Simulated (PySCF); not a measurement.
AlH2IO2, SMILES [OH][Al]([I])[OH]. Atoms are numbered in the order given.

```xyz
6

Al     0.0000     0.0000     1.3799
I      0.0000     0.0000    -1.0903
O      0.0000    -1.4437     2.2555
H      0.0000    -2.3243     1.8786
O      0.0000     1.4437     2.2555
H      0.0000     2.3243     1.8786
```
Charge 0, spin multiplicity 1.

Geometry optimised at PBE0-D3(BJ)/def2-SVP. The def2 effective core potentials stand for the cores of I; spin–orbit coupling is left out. The values are those of a single conformer.

Computed with IEF-PCM-ωB97X/def2-SVP (PySCF).

The values are the electrostatic part of the solvation free energy, E(continuum) − E(gas) at the gas-phase geometry, in a cavity of scaled van der Waals radii (PySCF's table); cavitation and dispersion terms are not included. A continuum can't describe solvent molecules that bind to the metal. In vacuum the orbital gap is 11.27 eV. The dipole moment in vacuum is 0.81 D.

| solvent | ε | ΔG(elec) (kcal/mol) | dipole (D) | gap (eV) |
|---|---|---|---|---|
| water | 78.36 | -9.6 | 0.75 | 11.52 |
| tetrahydrofuran | 7.43 | -7.7 | 0.76 | 11.49 |
| n-hexane | 1.88 | [?] | [?] | [?] |

Problem. Some entries are withheld; supply them. (An estimate is asked for; the answer gives what the named calculation found.)

Solution. 
- n-hexane, ΔG(elec) (kcal/mol): -3.3
- n-hexane, dipole (D): 0.78
- n-hexane, gap (eV): 11.37
